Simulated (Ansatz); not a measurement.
**Worked example: CBrCl2F + CH3K → C2H3Cl2F + KBr**

Species: CBrCl2F (bromodichlorofluoromethane) `FC(Cl)(Cl)Br`, singlet; CH3K `[CH3][K]`, singlet; C2H3Cl2F `CC(F)(Cl)Cl`, singlet; KBr, singlet. The partners trade Br for CH3: C–Br and K–CH3 bonds give way to C–CH3 and K–Br.

Shapes, held fixed at every level: PBE0-D4/def2-TZVP. Programs: Ansatz 0.2.0. The zero-point and thermal change to 298 K, harmonic and unscaled (PBE0-D4/def2-TZVP), is +15.5 kJ/mol.

At CCSD(T)/def2-TZVPP; 1 Eh = 2625.50 kJ/mol:

| species | energy (Eh) |
| --- | --- |
| CBrCl2F | -3629.912342 |
| CH3K | -639.129411 |
| C2H3Cl2F | -1097.067087 |
| KBr | -3172.127845 |

Question: Work out ΔH(298 K) of the reaction at this level.

Answer: 
1. Products less reactants: (-1097.067087) + (-3172.127845) − [(-3629.912342) + (-639.129411)] = -0.153179 Eh = -402.2 kJ/mol.
2. With the thermal change: -402.2 + (+15.5) = -386.7 kJ/mol.

Other levels give -419.4 (CCSD/def2-SVP) to -376.1 kJ/mol (B3LYP-D4/def2-TZVPP). No measured value is set beside it here. Relativity is left out for Br. Outer-core shells of Br, K are correlated in most correlated rows, in sets that cover them unevenly.
